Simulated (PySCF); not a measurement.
Orbital energies, ionisation energy and electron affinity

Compound: Si(vinyl)2I2, C₄H₆I₂Si.
Z-matrix (Å and degrees, PBE0-D3(BJ)/def2-SVP geometry), rows numbered from 1:
```
Si
C   1  1.8594
C   2  1.3364  1  126.01
H   2  1.0990  1  115.14  3   179.82
H   3  1.0958  2  121.92  1     0.13
H   3  1.0953  2  121.52  1  -179.81
C   1  1.8589  2  112.32  3   125.52
C   7  1.3362  1  125.92  2  -121.96
H   7  1.0990  1  115.17  2    57.97
H   8  1.0956  7  121.72  1    -0.58
H   8  1.0954  7  121.62  1   179.51
I   1  2.4546  2  110.24  3     2.07
I   1  2.4638  2  107.18  3  -117.30
```

Level: CAM-B3LYP/def2-SVPD (PySCF). Frontier orbitals with their largest atomic shares (Löwdin; up to four atoms above 4 %):

```tsv
orbital	ε (eV)	main atoms
HOMO−3	-9.24	I12 46 %, I13 34 %, Si1 12 %
HOMO−2	-9.08	I12 83 %, Si1 7 %
HOMO−1	-8.74	I13 79 %, Si1 5 %
HOMO	-8.61	?
LUMO	-0.58	I13 25 %, Si1 16 %, C8 12 %, C3 12 %
LUMO+1	0.14	I12 43 %, Si1 18 %, C2 9 %, C7 8 %
LUMO+2	0.72	C7 19 %, C8 19 %, C2 15 %, C3 15 %
```

Question: What vertical ionisation energy does ΔSCF give, and how far is −ε(HOMO) from it?

Answer: ΔSCF: 9.36 eV (903 kJ/mol; threshold wavelength 132 nm); ⟨S²⟩ of the doublet left behind is 0.760, against 0.75 for a pure doublet. −ε(HOMO) is 8.61 eV, 0.75 eV below it. For the exact functional −ε(HOMO) would equal the first vertical ionisation energy; CAM-B3LYP (range-separated hybrid) falls short of its own ΔSCF value by 8 %. Holes in the HOMO−1 and HOMO−2 were tried too where these lie within 1.2 eV of the HOMO; the lowest converged state counts.

Question: On which atoms does the HOMO lie?

Answer: I13 (iodine bonded to Si) 55 %, I12 (iodine bonded to Si) 40 %. The HOMO−1 lies 0.13 eV lower.

Question: And the vertical electron affinity, the fundamental gap, Mulliken's electronegativity and the hardness (with the factor ½)?

Answer: EA = 0.08 eV by ΔSCF (−ε(LUMO) = 0.58 eV). IE − EA = 9.28 eV against an orbital gap of 8.03 eV; (IE + EA)/2 = 4.72 eV; (IE − EA)/2 = 4.64 eV.

Question: How many of the 10 lowest singlet excitations (vertical TDDFT, same level) lie below the ionisation energy?

Answer: All 10; they run from 5.09 to 6.56 eV.

Question: With α = 144.5 au, estimate the like-pair dispersion coefficient by London's formula C6 = (3/4)α²I.

Answer: I = 0.3441 Eh, so C6 ≈ 5390 au, a rough estimate.

Geometry: PBE0-D3(BJ)/def2-SVP, one conformer, isolated molecule. Atoms past krypton carry effective core potentials; spin–orbit coupling is left out.

These values come from a run that also computed excited states and ΔSCF ions. Hardware: one thread of an AMD EPYC (shared host). Cost: 13 min of wall time (grids of density and orbitals included), 1.5 GiB resident at most.
